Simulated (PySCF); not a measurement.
C₄H₅Si, SMILES C1=CC=[C][SiH2]1, multiplicity 2.

Geometry: PBE0-D3(BJ)/def2-SVP. The isomer is the one that the SMILES or the coordinates give; other isomers of the formula were not compared.

Two levels are set side by side: PBE/def2-TZVP (PySCF) and r2SCAN/def2-TZVP (PySCF). Same geometry, gas phase. Differences are taken from unrounded values.

```json
[
 {"quantity": "α-spin orbital gap (eV)", "r2SCAN": "3.63", "PBE": "3.25", "PBE minus r2SCAN": "-0.38"},
 {"quantity": "β-spin orbital gap (eV)", "r2SCAN": "2.99", "PBE": "2.13", "PBE minus r2SCAN": "-0.85"},
 {"quantity": "dipole moment (D)", "r2SCAN": "1.13", "PBE": "1.17", "PBE minus r2SCAN": "0.04"},
 {"quantity": "mean polarisability (bohr³)", "r2SCAN": "67.4", "PBE": "68.9", "PBE minus r2SCAN": "1.4"}
]
```

Rough cost on one machine, each run with all the roots and properties that it gave: r2SCAN against PBE about 2 times.
